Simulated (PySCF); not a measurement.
**Circular dichroism: `C[C@H](CC#N)[C@@H](F)Cl`, C₅H₇ClFN**

Geometry:
```tsv
atom	x (Å)	y (Å)	z (Å)
C1	-1.048	-1.307	-0.190
C2	-0.127	-0.112	-0.418
C3	1.224	-0.317	0.282
C4	2.141	0.756	-0.007
N5	2.856	1.614	-0.251
C6	-0.775	1.186	0.064
F7	-1.923	1.419	-0.625
Cl8	-1.185	1.123	1.801
H9	-2.001	-1.141	-0.686
H10	-1.230	-1.449	0.872
H11	-0.600	-2.211	-0.593
H12	0.040	0.016	-1.495
H13	1.672	-1.255	-0.057
H14	1.078	-0.371	1.364
H15	-0.125	2.057	-0.084
```

The calculation used TDDFT wB97X-D/def2-SVPD circular dichroism and optical rotation, one conformer, gas phase in PySCF 2.14.0. Geometry: GFN2-xTB.

The molecule is flexible and this is one conformer; a measurement averages over conformers.

(1) What are the CIP labels of the stereocentres?

(2) List the lowest 16 singlet excitations with oscillator and rotatory strengths.

Answers

(1) C2 R, C6 S.

(2) Rotatory strengths R in 10⁻⁴⁰ esu² cm², velocity form and length form (origin at the centre of mass); f in length form.
```csv
state,E (eV),λ (nm),f,R (velocity),R (length),main
1,7.61,163,0.002,-0.8,-0.6,"HOMO→LUMO 0.55, HOMO→LUMO+1 0.29"
2,7.91,157,1e-05,+0.5,+0.4,"HOMO−3→LUMO+3 0.26, HOMO−2→LUMO+2 0.22"
3,8.01,155,0.002,+1.0,+1.2,"HOMO−1→LUMO 0.53, HOMO−1→LUMO+1 0.25"
4,8.26,150,0.003,-2.2,-2.2,"HOMO−2→LUMO+2 0.17, HOMO−3→LUMO+3 0.15"
5,8.28,150,0.003,+2.0,+2.0,"HOMO−2→LUMO+2 0.22, HOMO−2→LUMO+3 0.16"
6,8.97,138,0.030,+38.4,+37.8,"HOMO→LUMO+1 0.34, HOMO→LUMO 0.25"
7,9.28,134,0.012,+39.2,+38.7,"HOMO−3→LUMO 0.17, HOMO→LUMO+2 0.11"
8,9.34,133,0.041,+29.8,+30.3,"HOMO−1→LUMO+1 0.13, HOMO−2→LUMO 0.13"
9,9.42,132,0.034,-15.3,-16.0,"HOMO−2→LUMO+1 0.16, HOMO−1→LUMO+6 0.10"
10,9.46,131,0.022,-14.2,-14.1,"HOMO−3→LUMO+1 0.15, HOMO→LUMO+2 0.13"
11,9.48,131,0.008,-48.8,-46.2,"HOMO−5→LUMO+1 0.21, HOMO−5→LUMO+3 0.16"
12,9.55,130,0.004,-29.3,-29.8,"HOMO−3→LUMO+1 0.10, HOMO−6→LUMO 0.10"
13,9.58,129,0.036,+0.8,-0.4,HOMO−5→LUMO+2 0.35
14,9.68,128,0.028,-25.0,-22.7,"HOMO→LUMO+3 0.22, HOMO→LUMO+5 0.20"
15,9.77,127,0.050,-22.5,-22.4,"HOMO−4→LUMO 0.21, HOMO−1→LUMO+2 0.12"
16,9.85,126,0.040,+6.0,+6.3,"HOMO→LUMO+3 0.16, HOMO→LUMO+6 0.15"
```

For state 13 the two forms differ in sign, so the sign of R isn't settled.

Among the states computed, the strongest CD band (largest |R|) is state 11. The largest dissymmetry factor in size, g = 4R/(D+G), with D and G the electric and magnetic dipole strengths, is -0.12 for state 12 (velocity form, f = 0.004), among bands with |R| over 0.5. The mirror image has the same energies and oscillator strengths and all R with the opposite sign.
